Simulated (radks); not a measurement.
Problem. The mean radii <r> (bohr) of the occupied orbitals of an atom or ion are listed with their occupations. Calculated with a radial shooting solver on a logarithmic mesh with Libxc functionals: non-relativistic Kohn-Sham, LDA (Slater exchange, Perdew-Wang correlation), spin-unpolarised, spherical densities, point nucleus.

orbital  occ.     <r>
1s          2  0.4208

Name the element and its charge.

Solution. Z = 4, beryllium, charge +2: Be2+ in [He]. The 1s radius gives Z: for a bare nucleus <r> = 1.5/Z, 0.375 bohr for Z = 4, and screening makes it slightly larger (0.4208 here). The occupations add up to 2, and the charge is Z minus that.
